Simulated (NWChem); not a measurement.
## Lowest excitation of Br2Sn

```
Sn
Br 1 2.5390
Br 1 2.5390 2 99.77
```
Charge 0, spin multiplicity 1.

All runs are NWChem calculations. All single points use one geometry, from PBE0/def2-SVP with def2 effective core potentials on Sn, a minimum by its harmonic frequencies.

Basis set: def2-SVP.

```csv
method,lowest vertical singlet excitation energy (eV),relative cost,difference from EOM-CCSD
TD-PBE,2.99,1,-0.53
CIS,3.87,under 3,+0.35
EOM-CCSD,3.52,under 3,0.00
TD-B3LYP,3.21,under 3,-0.31
TD-BHandHLYP,3.48,under 3,-0.04
```

The values span 0.88 eV, from TD-PBE (lowest) to CIS (highest). Relative cost: rough, from shared machines, SCF included, TD-PBE = 1.

Effective core potentials replace the inner electrons of Sn; spin-orbit coupling is left out. The correlated methods keep 22 core orbitals frozen. B3LYP has NWChem's definition, with VWN1-RPA local correlation. The structure started from a generated list of species. Coupled-cluster values serve here as a point of comparison, not as the truth.
